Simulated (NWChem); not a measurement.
Program: NWChem. System: C2H7ClOSi, charge 0, spin multiplicity 1, at a geometry optimised with PBE0/def2-SVP. The structure started from a generated list of species. Level: RHF/def2-SVP.

Job file:

```
start mol
memory heap 200 mb stack 800 mb global 1000 mb
geometry units angstroms nocenter noautoz noautosym
  C      2.621111     0.464036     0.258987
  C      1.428605    -0.062086    -0.537797
  Si    -0.161467    -0.116489     0.444275
  O     -0.595223     1.365978     1.048553
  Cl    -1.649217    -0.825401    -0.825961
  H      3.532563     0.509006    -0.356854
  H      2.429900     1.476857     0.646342
  H      2.844237    -0.177381     1.126451
  H      1.620476    -1.081423    -0.916203
  H      1.248737     0.555334    -1.435844
  H     -0.083942    -1.011572     1.624670
  H     -0.831251     2.052313     0.417350
end
basis spherical
  * library def2-svp
end
scf
  rhf
  nopen 0
  maxiter 100
  thresh 1e-7
  semidirect memsize 60000000 filesize 0
end
task scf energy
```

NWChem printed:

```
             Northwest Computational Chemistry Package (NWChem) 7.3.0
             --------------------------------------------------------

                                NWChem Input Module
                                -------------------

 Scaling coordinates for geometry "geometry" by  1.889725989
 (inverse scale =  0.529177249)

                             Geometry "geometry" -> ""
                             -------------------------

 Output coordinates in angstroms (scale by  1.889725989 to convert to a.u.)

  No.       Tag          Charge          X              Y              Z
 ---- ---------------- ---------- -------------- -------------- --------------
    1 C                    6.0000     2.62111100     0.46403600     0.25898700
    2 C                    6.0000     1.42860500    -0.06208600    -0.53779700
    3 Si                  14.0000    -0.16146700    -0.11648900     0.44427500
    4 O                    8.0000    -0.59522300     1.36597800     1.04855300
    5 Cl                  17.0000    -1.64921700    -0.82540100    -0.82596100
    6 H                    1.0000     3.53256300     0.50900600    -0.35685400
    7 H                    1.0000     2.42990000     1.47685700     0.64634200
    8 H                    1.0000     2.84423700    -0.17738100     1.12645100
    9 H                    1.0000     1.62047600    -1.08142300    -0.91620300
   10 H                    1.0000     1.24873700     0.55533400    -1.43584400
   11 H                    1.0000    -0.08394200    -1.01157200     1.62467000
   12 H                    1.0000    -0.83125100     2.05231300     0.41735000

 Effective nuclear repulsion energy (a.u.)     295.5735006909

            Nuclear Dipole moment (a.u.)
            ----------------------------
        X                 Y               Z
 ---------------- ---------------- ----------------
     0.0000094486    -0.0000094486    -0.0000207870


 Summary of "ao basis" -> "" (spherical)
 ------------------------------------------------------------------------------
       Tag                 Description            Shells   Functions and Types
 ---------------- ------------------------------  ------  ---------------------
 *                          def2-svp                  on all atoms

 Summary of "ao basis" -> "ao basis" (spherical)
 ------------------------------------------------------------------------------
       Tag                 Description            Shells   Functions and Types
 ---------------- ------------------------------  ------  ---------------------
 C                          def2-svp                 6       14   3s2p1d
 Si                         def2-svp                 8       18   4s3p1d
 O                          def2-svp                 6       14   3s2p1d
 Cl                         def2-svp                 8       18   4s3p1d
 H                          def2-svp                 3        5   2s1p

                                 NWChem SCF Module
                                 -----------------

  ao basis        = "ao basis"
  functions       =   113
  atoms           =    12
  closed shells   =    29
  open shells     =     0
  charge          =   0.00
  wavefunction    = RHF
  use symmetry    = F
  symmetry adapt  = F

 Summary of "ao basis" -> "ao basis" (spherical)
 ------------------------------------------------------------------------------
       Tag                 Description            Shells   Functions and Types
 ---------------- ------------------------------  ------  ---------------------
 C                          def2-svp                 6       14   3s2p1d
 Si                         def2-svp                 8       18   4s3p1d
 O                          def2-svp                 6       14   3s2p1d
 Cl                         def2-svp                 8       18   4s3p1d
 H                          def2-svp                 3        5   2s1p

 Forming initial guess at       0.1s

      Superposition of Atomic Density Guess
      -------------------------------------

 Sum of atomic energies:        -901.49779152

      Non-variational initial energy
      ------------------------------

 Total energy =    -903.822398
 1-e energy   =   -1830.834501
 2-e energy   =     631.438602
 HOMO         =      -0.339783
 LUMO         =       0.067349

 Starting SCF solution at       2.5s

 ----------------------------------------------
         Quadratically convergent ROHF

 Convergence threshold     :          1.000E-07
 Maximum no. of iterations :          100
 Final Fock-matrix accuracy:          1.000E-09
 ----------------------------------------------

              iter       energy          gnorm     gmax       time
             ----- ------------------- --------- --------- --------
                 1     -902.7877305332  1.07D+00  2.10D-01      2.7
                 2     -902.8554603669  3.31D-01  5.90D-02      3.1
                 3     -902.8650523518  1.64D-02  2.29D-03      3.6
                 4     -902.8650820773  1.29D-04  2.18D-05      4.6
                 5     -902.8650820794  4.61D-09  6.39D-10      6.3

       Final RHF  results
       ------------------

         Total SCF energy =   -902.865082079420
      One-electron energy =  -1834.605651338672
      Two-electron energy =    636.167068568338
 Nuclear repulsion energy =    295.573500690914

        Time for solution =      3.8s

             Final eigenvalues
             -----------------

              1
    1 -104.7772
    2  -68.8162
    3  -20.5633
    4  -11.2395
    5  -11.2299
    6  -10.5414
    7   -8.0159
    8   -8.0136
    9   -8.0135
   10   -6.1793
   11   -4.2911
   12   -4.2898
   13   -4.2887
   14   -1.3307
   15   -1.0846
   16   -1.0237
   17   -0.8494
   18   -0.7504
   19   -0.6358
   20   -0.6219
   21   -0.5946
   22   -0.5641
   23   -0.5417
   24   -0.5339
   25   -0.5032
   26   -0.4942
   27   -0.4684
   28   -0.4557
   29   -0.4242
   30    0.1552
   31    0.1812
   32    0.1956
   33    0.2254
   34    0.2311
   35    0.2404
   36    0.2477
   37    0.2789
   38    0.2853
   39    0.2970

                       ROHF Final Molecular Orbital Analysis
                       -------------------------------------

 Vector   27  Occ=2.000000D+00  E=-4.683724D-01
              MO Center= -6.7D-01, -3.5D-01, -4.5D-01, r^2= 4.2D+00
   Bfn.  Coefficient  Atom+Function         Bfn.  Coefficient  Atom+Function
  ----- ------------  ---------------      ----- ------------  ---------------
    73      0.494276   5 Cl pz               70      0.353528   5 Cl pz
    50      0.211869   4 O  px               67      0.205790   5 Cl pz
    53      0.179489   4 O  px

 Vector   28  Occ=2.000000D+00  E=-4.557479D-01
              MO Center= -1.4D+00, -6.7D-01, -6.1D-01, r^2= 2.1D+00
   Bfn.  Coefficient  Atom+Function         Bfn.  Coefficient  Atom+Function
  ----- ------------  ---------------      ----- ------------  ---------------
    72      0.554508   5 Cl py               69      0.388013   5 Cl py
    71     -0.290409   5 Cl px               66      0.225899   5 Cl py
    68     -0.204659   5 Cl px

 Vector   29  Occ=2.000000D+00  E=-4.242370D-01
              MO Center=  2.4D-01, -2.8D-01, -1.6D-01, r^2= 4.4D+00
   Bfn.  Coefficient  Atom+Function         Bfn.  Coefficient  Atom+Function
  ----- ------------  ---------------      ----- ------------  ---------------
    18      0.273529   2 C  px               71      0.265491   5 Cl px
    73     -0.245333   5 Cl pz               17     -0.217678   2 C  s
    21      0.184982   2 C  px               68      0.182008   5 Cl px
   104      0.182703  11 H  s                20     -0.180275   2 C  pz
    70     -0.167384   5 Cl pz              105      0.161875  11 H  s

 Vector   30  Occ=0.000000D+00  E= 1.552227D-01
              MO Center=  8.1D-01,  1.1D+00, -1.6D-02, r^2= 6.9D+00
   Bfn.  Coefficient  Atom+Function         Bfn.  Coefficient  Atom+Function
  ----- ------------  ---------------      ----- ------------  ---------------
     3      1.308032   1 C  s                17      1.089556   2 C  s
   110     -0.741313  12 H  s               100     -0.727887  10 H  s
    49      0.687831   4 O  s                80     -0.653491   6 H  s
    85     -0.644511   7 H  s                95     -0.571358   9 H  s
    90     -0.476151   8 H  s                40     -0.341280   3 Si py

 Vector   31  Occ=0.000000D+00  E= 1.812150D-01
              MO Center=  6.3D-01,  4.2D-01,  3.0D-01, r^2= 8.0D+00
   Bfn.  Coefficient  Atom+Function         Bfn.  Coefficient  Atom+Function
  ----- ------------  ---------------      ----- ------------  ---------------
     3      1.475408   1 C  s                90     -0.874289   8 H  s
    17      0.813916   2 C  s                80     -0.776813   6 H  s
    39     -0.702002   3 Si px              110      0.698079  12 H  s
    49     -0.674236   4 O  s                95     -0.412346   9 H  s
   100     -0.412251  10 H  s                21     -0.305672   2 C  px

 Vector   32  Occ=0.000000D+00  E= 1.956034D-01
              MO Center=  5.1D-01, -5.0D-01, -2.7D-01, r^2= 5.5D+00
   Bfn.  Coefficient  Atom+Function         Bfn.  Coefficient  Atom+Function
  ----- ------------  ---------------      ----- ------------  ---------------
    17      2.074082   2 C  s                32     -1.007899   3 Si s
   100     -0.923523  10 H  s                 3     -0.868304   1 C  s
    40      0.828497   3 Si py               95     -0.774861   9 H  s
    41      0.745349   3 Si pz               64      0.569074   5 Cl s
    80      0.498607   6 H  s                71      0.429814   5 Cl px

 center of mass
 --------------
 x =  -0.21075774 y =  -0.05341137 z =  -0.03286711

 moments of inertia (a.u.)
 ------------------
         445.102472578658        -180.435347965722        -121.803327518037
        -180.435347965722        1062.284241170877        -168.089251531066
        -121.803327518037        -168.089251531066        1087.471629511299

  Mulliken analysis of the total density
  --------------------------------------

    Atom       Charge   Shell Charges
 -----------   ------   -------------------------------------------------------
    1 C    6     6.06   1.99  0.85  0.23  2.03  0.92  0.04
    2 C    6     6.42   1.99  0.86  0.36  2.06  1.13  0.03
    3 Si  14    12.91   2.00  1.99  0.92 -0.04  5.94  1.12  0.57  0.41
    4 O    8     8.56   1.99  1.04  0.70  2.86  1.95  0.01
    5 Cl  17    17.39   2.00  1.99  1.19  0.77  5.94  2.10  3.37  0.02
    6 H    1     0.95   0.75  0.18  0.02
    7 H    1     0.96   0.75  0.18  0.02
    8 H    1     0.96   0.75  0.18  0.02
    9 H    1     0.93   0.74  0.16  0.03
   10 H    1     0.94   0.74  0.17  0.03
   11 H    1     1.15   0.75  0.38  0.01
   12 H    1     0.78   0.66  0.05  0.07

       Multipole analysis of the density wrt the origin
       ------------------------------------------------

     L   x y z        total         open         nuclear
     -   - - -        -----         ----         -------
     0   0 0 0     -0.000000      0.000000     58.000000

     1   1 0 0      0.673187      0.000000      0.000009
     1   0 1 0      0.411207      0.000000     -0.000009
     1   0 0 1     -0.317055      0.000000     -0.000021

     2   2 0 0    -35.124450      0.000000    479.455133
     2   1 1 0     -1.749693      0.000000     92.376566
     2   1 0 1     -0.159809      0.000000     58.479703
     2   0 2 0    -32.292856      0.000000    132.839732
     2   0 1 1     -2.396086      0.000000     82.936543
     2   0 0 2    -36.477097      0.000000    117.213870

 Task  times  cpu:        6.3s     wall:        6.3s

 Total times  cpu:        6.3s     wall:        6.3s
```
